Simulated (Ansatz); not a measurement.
Lin (charge +1): gap (eV) at several levels, gas phase, relaxed structures; Ansatz. Clusters are the lowest isomers that short searches found in that spin, judged at the geometry's level. HOMO and LUMO are taken over both spins. Singlets are spin-restricted. The structures are stationary points that may keep the symmetry of their start. Remarks come from the PBE and PBE0 runs and from stability tests at other levels; not every state was tested.

```
species    state          geometry  PBE/def2-SVP  r2SCAN/def2-TZVP  PBE0/def2-SVP  PBE0/def2-TZVP                              remarks
   Li3⁺  singlet  r2SCAN/def2-TZVP          2.10              2.57           3.31            3.35                                    –
   Li4⁺  doublet   B3LYP/def2-TZVP          0.72              1.30           1.90            1.87                                    –
   Li6⁺  doublet    PBE0/def2-TZVP          0.81              1.05           1.92            1.87                                    –
   Li7⁺  singlet     PBE/def2-TZVP          1.10              1.27           2.19            2.21        restricted SCF unstable in HF
   Li8⁺  doublet     PBE/def2-TZVP          0.67              1.14           1.74            1.72                                    –
   Li9⁺  singlet    PBE0/def2-TZVP          1.39              1.55           2.40            2.38        restricted SCF unstable in HF
  Li10⁺  doublet    PBE0/def2-TZVP          0.35              0.58           1.31            1.25  spin-contaminated (⟨S²⟩ up to 0.87)
  Li11⁺  singlet   r2SCAN/def2-SVP          0.76              0.88           1.70            1.70        restricted SCF unstable in HF
  Li14⁺  doublet      PBE/def2-SVP          0.47              0.81           1.43            1.40  spin-contaminated (⟨S²⟩ up to 0.85)
  Li19⁺  singlet      PBE/def2-SVP          0.59              0.69           1.48            1.49        restricted SCF unstable in HF
```

(1) Estimate the column for PBE/def2-TZVP.

(1) Li3⁺ 2.16; Li4⁺ 0.72; Li6⁺ 0.78; Li7⁺ 1.13; Li8⁺ 0.66; Li9⁺ 1.39; Li10⁺ 0.34; Li11⁺ 0.77; Li14⁺ 0.46; Li19⁺ 0.59.

Over the 10 species that have every level, the mean is 0.90 at PBE/def2-SVP, 0.90 at PBE/def2-TZVP, 1.19 at r2SCAN/def2-TZVP, 1.94 at PBE0/def2-SVP, 1.92 at PBE0/def2-TZVP. Orbital gaps grow with the share of exact exchange and aren't one observable across functionals.
